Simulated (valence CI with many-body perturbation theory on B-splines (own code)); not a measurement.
**Run record, Pr XXVIII**

Computed by relativistic CI+MBPT: four valence electrons over a frozen Dirac-Fock core [Ar] 3d10, radial functions for each j: 6 s, 6 p, 5 d, 3 f, 1 g, with the one-electron correlation potential Σ1 (screened to all orders), the two-electron term Σ2, the three-electron term Σ3, Breit, model QED; selected single and double excitations, second order for the rest (own B-spline code, finite nucleus).

Command, and the settings that its task file holds:

```sh
python run_cv.py task.json out
```

```
atom Pr  Z=59  mass_number=141  rms_radius_fm=4.8919
core [Ar] 3d10
valence 4s2 4p2
avg = 1
basis = S
breit = 1
cap = 10000
capref = 1200
cscale = 1
de = 0.0
dress = 0
eps = 2e-08
h = 1.1
hh = 1
l2 = 3
lcore = 6
maxit = 60
n2 = 5
natural = 1
nlev = 20
nno = [3, 3, 3, 2, 1]
nroot = 26
nsp = [3, 3, 2, 1, 0]
pt2 = 1
qed = 1
rpa = 1
s1 = 1
s2 = 1
s3 = 1
screen = 1
tol = 2e-05
whole = 1
```

It took 22 s on 1 thread of Intel(R) Xeon(R) Processor (shared host).

Log. The first blocks belong to the next ion, which gives the ionisation energy. Fields: 2J, parity (1 odd), roots, reference size, generating configurations, candidates as configurations/state functions, variational space P, stored matrix elements, Davidson steps; e2 is the range of second-order energies in hartree. The first line gives the box (bohr), its intervals, the orbitals and the steps of their self-consistent field. Window is the range of levels sought, series limit the energy at which the first omitted orbital would enter, core excitation an estimate of the first excitation out of the core, left out the lowest levels not solved, and shifts from estimates the range by which levels moved from their first estimate, all in cm⁻¹.

```
rmax 4.1 intervals 30 orbitals 36 references ['4s2 4p2', '4s 4p3', '4s2 4p 4d', '4p4', '4s 4p2 4d'] scf 4 t 0.5
2J=1 par=1 roots 2 ref 23 generators 7 cand 684/977 P 703/1000 nnz 0 it 0
2J=1 par=1 roots 2 ref 23 generators 12 cand 362/555 P 1065/1555 nnz 0 it 5
   second order: generators 21 cand 898/1336 e2 -0.00001 -0.00000
reference levels 432, estimated 57, window 1308295 1/cm; series limit 4267299, core excitation 6615200
2J=0 par=0 roots 3 ref 22 generators 12 cand 235/384 P 1789/2656 nnz 6.3e+05 it 4
2J=0 par=0 roots 3 ref 22 generators 20 cand 711/1372 P 2500/4028 nnz 1.2e+06 it 5
   second order: generators 28 cand 3557/7195 e2 -0.00002 -0.00001
2J=2 par=0 roots 2 ref 35 generators 7 cand 345/1006 P 1168/3537 nnz 1.4e+06 it 4
2J=2 par=0 roots 2 ref 35 generators 13 cand 1231/5078 P 2399/8615 nnz 7e+06 it 6
   second order: generators 24 cand 3831/18840 e2 -0.00003 -0.00001
2J=4 par=0 roots 3 ref 55 generators 13 cand 362/1020 P 1097/3587 nnz 1.6e+06 it 4
2J=4 par=0 roots 3 ref 55 generators 24 cand 1334/6390 P 2431/9977 nnz 9.1e+06 it 5
   second order: generators 34 cand 4360/31400 e2 -0.00006 -0.00002
2J=4 par=1 roots 8 ref 58 generators 22 cand 258/1019 P 1039/3576 nnz 1.5e+06 it 5
2J=4 par=1 roots 8 ref 58 generators 31 cand 1358/6421 P 2397/9997 nnz 8.9e+06 it 7
   second order: generators 53 cand 6415/44629 e2 -0.00008 -0.00001
2J=2 par=1 roots 7 ref 46 generators 21 cand 294/999 P 1241/3510 nnz 1.4e+06 it 5
2J=2 par=1 roots 7 ref 46 generators 30 cand 1631/6440 P 2872/9950 nnz 8.1e+06 it 7
   second order: generators 49 cand 5888/30816 e2 -0.00004 -0.00001
2J=6 par=1 roots 4 ref 53 generators 17 cand 263/1043 P 1071/3679 nnz 1.6e+06 it 4
2J=6 par=1 roots 4 ref 53 generators 27 cand 1230/6248 P 2301/9927 nnz 9e+06 it 7
   second order: generators 42 cand 5365/41042 e2 -0.00008 -0.00002
2J=0 par=1 roots 2 ref 17 generators 9 cand 332/564 P 1850/2839 nnz 7.2e+05 it 4
2J=0 par=1 roots 2 ref 17 generators 16 cand 625/1042 P 2475/3881 nnz 1.2e+06 it 5
   second order: generators 22 cand 4204/8590 e2 -0.00002 -0.00001
2J=8 par=1 roots 1 ref 37 generators 6 cand 329/1407 P 1292/5102 nnz 3.1e+06 it 4
2J=8 par=1 roots 1 ref 37 generators 10 cand 504/2293 P 1796/7395 nnz 5.7e+06 it 5
   second order: generators 17 cand 4605/34711 e2 -0.00004 -0.00004
left out: unestimated 1888754, estimated 1530208, shifts from estimates -7 to 20
operators 1.1
```

The Davidson iterations converged. The settings are bad on purpose, so the numbers may not be properties of the ion.

No measured spectrum was set against this ion. As an estimate, large intervals hold to a few tenths of a per cent, small ones and those within an open d or f shell to about a per cent.

| Property | Result |
| --- | --- |
| Valence energy | -158.5403 hartree |
| Ionisation energy | 987.21 eV (NIST: 985 ± 4 eV (theoretical)) |
| Reference configurations for the orbitals | 4s2 4p2, 4s 4p3, 4s2 4p 4d, 4p4, 4s 4p2 4d |
| Radial orbitals | 36 |
| Box radius | 4.093 bohr |
| Largest variational space | 9997 |
| Lowest levels | (4s^2 4p1/2^2) J=0 0, (4s^2 4p1/2 4p3/2) J=1 198580, (4s^2 4p1/2 4p3/2) J=2 222370, (4s^2 4p3/2^2) J=2 438910, (4s^2 4p3/2^2) J=0 493130, (4s 4p1/2^2 4p3/2) J=2 680290, (4s 4p1/2^2 4p3/2) J=1 763890, (4s 4p1/2 4p3/2^2) J=2 [a] 866560, (4s 4p1/2 4p3/2^2) J=3 911520, (4s 4p1/2 4p3/2^2) J=0 960180, (4s 4p1/2 4p3/2^2) J=2 [b] 973830, (4s 4p1/2 4p3/2^2) J=1 [a] 982000, (4s 4p1/2 4p3/2^2) J=1 [b] 1025300, (4s^2 4p1/2 4d3/2) J=2 1052100 cm⁻¹ |

Levels are named by their leading jj configuration (3d3/2^4 stands for four electrons in 3d with j = 3/2), which in mixed levels can hold well under half, so a name can repeat and another be missing. Letters in brackets count levels of one name in rising energy.
